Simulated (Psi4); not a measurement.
diethyl sulfide (C4H10S), singlet, geometry from GFN2-xTB; MP4/STO-3G (Psi4 1.11).

The Psi4 input:
```
memory 2 GB

molecule {
0 1
  C     2.56067389   -0.00775777   -0.23838779
  C     1.10635410    0.24956373   -0.58126604
  S     0.03804887   -0.22478062    0.82901552
  C    -1.55389328    0.47558897    0.27674279
  C    -2.19296169   -0.31591990   -0.84877641
  H     2.85020935    0.56766127    0.63758031
  H     3.19655208    0.27799774   -1.07400280
  H     2.71677553   -1.06199573   -0.02277990
  H     0.93035272    1.30838251   -0.77718921
  H     0.80309992   -0.33853633   -1.44801159
  H    -1.37511004    1.51243661   -0.01120054
  H    -2.18265605    0.45799818    1.16637994
  H    -2.31489538   -1.35557764   -0.55418283
  H    -1.58215306   -0.27895306   -1.74808380
  H    -3.17199533    0.09822634   -1.08263340
}

set basis sto-3g

energy('mp4')
print_variables()
```

What the program printed (banner, timings and long lists left out):

```
   => Loading Basis Set <=

    Name: STO-3G
    Role: ORBITAL
    Keyword: BASIS

         ---------------------------------------------------------
                                   SCF
               by Justin Turney, Rob Parrish, Andy Simmonett
                          and Daniel G. A. Smith
                              RHF Reference
         ---------------------------------------------------------

  ==> Geometry <==

    Molecular point group: c1
    Full point group: C1

    Geometry (in Angstrom), charge = 0, multiplicity = 1:

       Center              X                  Y                   Z               Mass
    ------------   -----------------  -----------------  -----------------  -----------------
         C            2.559255335242     0.005257934901    -0.292274513914    12.000000000000
         C            1.104935545242     0.262579434901    -0.635152763914    12.000000000000
         S            0.036630315242    -0.211764915099     0.775128796086    31.972071174400
         C           -1.555311834758     0.488604674901     0.222856066086    12.000000000000
         C           -2.194380244758    -0.302904195099    -0.902663133914    12.000000000000
         H            2.848790795242     0.580676974901     0.583693586086     1.007825032230
         H            3.195133525242     0.291013444901    -1.127889523914     1.007825032230
         H            2.715356975242    -1.048980025099    -0.076666623914     1.007825032230
         H            0.928934165242     1.321398214901    -0.831075933914     1.007825032230
         H            0.801681365242    -0.325520625099    -1.501898313914     1.007825032230
         H           -1.376528594758     1.525452314901    -0.065087263914     1.007825032230
         H           -2.184074604758     0.471013884901     1.112493216086     1.007825032230
         H           -2.316313934758    -1.342561935099    -0.608069553914     1.007825032230
         H           -1.583571614758    -0.265937355099    -1.801970523914     1.007825032230
         H           -3.173413884758     0.111242044901    -1.136520123914     1.007825032230

  Running in c1 symmetry.

  Rotational constants: A =      0.28005  B =      0.06840  C =      0.06049 [cm^-1]
  Rotational constants: A =   8395.70358  B =   2050.71146  C =   1813.37393 [MHz]
  Nuclear repulsion =  236.155232410154753

  Charge       = 0
  Multiplicity = 1
  Electrons    = 50
  Nalpha       = 25
  Nbeta        = 25

  ==> Algorithm <==

  SCF Algorithm Type is PK.
  DIIS enabled.
  MOM disabled.
  Fractional occupation disabled.
  Guess Type is SAD.
  Energy threshold   = 1.00e-08
  Density threshold  = 1.00e-08
  Integral threshold = 1.00e-12

  ==> Primary Basis <==

  Basis Set: STO-3G
    Blend: STO-3G
    Number of shells: 27
    Number of basis functions: 39
    Number of Cartesian functions: 39
    Spherical Harmonics?: true
    Max angular momentum: 1

  ==> Integral Setup <==

  Using in-core PK algorithm.
   Calculation information:
      Number of atoms:                  15
      Number of AO shells:              27
      Number of primitives:             81
      Number of atomic orbitals:        39
      Number of basis functions:        39

      Integral cutoff                 1.00e-12
      Number of threads:                 1

  Performing in-core PK
  Using 609180 doubles for integral storage.
  We computed 65870 shell quartets total.
  Whereas there are 71631 unique shell quartets.

  ==> DiskJK: Disk-Based J/K Matrices <==

    J tasked:                  Yes
    K tasked:                  Yes
    wK tasked:                  No
    Schwarz Cutoff:          1E-12

  Minimum eigenvalue in the overlap matrix is 2.0830100249E-01.
  Reciprocal condition number of the overlap matrix is 8.4224909860E-02.
    Using symmetric orthogonalization.

  ==> Pre-Iterations <==

  SCF Guess: Superposition of Atomic Densities via on-the-fly atomic UHF (no occupation information).

   -------------------------
[...]

[...]
    Final Occupation by Irrep:
              A
    DOCC [    25 ]
    NA   [    25 ]
    NB   [    25 ]

  @RHF Final Energy:  -548.63749760199471

   => Energetics <=

    Nuclear Repulsion Energy =            236.1552324101547526
    One-Electron Energy =               -1225.9114732562491099
    Two-Electron Energy =                 441.1187432440996758
    Total Energy =                       -548.6374976019947098

Computation Completed

Properties will be evaluated at   0.000000,   0.000000,   0.000000 [a0]

Properties computed using the SCF density matrix

 Multipole Moments:

 ------------------------------------------------------------------------------------
     Multipole            Electronic (a.u.)      Nuclear  (a.u.)        Total (a.u.)
 ------------------------------------------------------------------------------------

 L = 1.  Multiply by 2.5417464519 to convert [e a0] to [Debye]
 Dipole X            :          0.0601907           -0.1340344           -0.0738437
 Dipole Y            :         -1.0437366            1.2298062            0.1860695
 Dipole Z            :          4.7757645           -5.0915579           -0.3157933
 Magnitude           :                                                    0.3738987

 ------------------------------------------------------------------------------------

 MINTS: Wrapper to libmints.
   by Justin Turney

   Calculation information:
      Number of threads:                 1
      Number of atoms:                  15
      Number of AO shells:              27
      Number of SO shells:              27
      Number of primitives:             81
      Number of atomic orbitals:        39
      Number of basis functions:        39

      Number of irreps:                  1
      Integral cutoff                 1.00e-12
      Number of functions per irrep: [  39 ]

 OEINTS: Overlap, kinetic, potential, dipole, and quadrupole integrals
         stored in file 35.

      Computed 285572 non-zero two-electron integrals.
        Stored in file 33.

        ==> Transform all two-electron integrals <==

	Presorting SO-basis two-electron integrals.
	Sorting File: SO Ints (nn|nn) nbuckets = 1
	Constructing frozen core operators
	Starting first half-transformation.
	Sorting half-transformed integrals.
	First half integral transformation complete.
	Starting second half-transformation.
	Two-electron integral transformation complete.

Traceback (most recent call last):
  File "psi4", line 375, in <module>
  File "<string>", line 35, in <module>
  File "site-packages/psi4/driver/driver.py", line 533, in energy
  File "site-packages/psi4/driver/procrouting/proc.py", line 1143, in select_mp4
  File "site-packages/psi4/driver/procrouting/proc.py", line 5712, in run_fnocc

RuntimeError:
Fatal Error: ndocc must be less than nvirt
The most recent 5 function calls were:

psi::PsiException::PsiException(std::__cxx11::basic_string<char, std::char_traits<char>, std::allocator<char> >, char const*, int)

Printing out the relevant lines from the Psithon --> Python processed input file:
      H    -1.58215306   -0.27895306   -1.74808380
      H    -3.17199533    0.09822634   -1.08263340
    """)
    core.IO.set_default_namespace("")
    core.set_global_option("BASIS", "sto-3g")
--> energy('mp4')
    print_variables()

!----------------------------------------------------------------------------------!
!                                                                                  !
! Fatal Error: ndocc must be less than nvirt                                       !
! The most recent 5 function calls were:                                           !
! psi::PsiException::PsiException(std::__cxx11::basic_string<char,                 !
!     std::char_traits<char>, std::allocator<char> >, char const*, int)            !
!                                                                                  !
!----------------------------------------------------------------------------------!
```

The program stopped with an error.
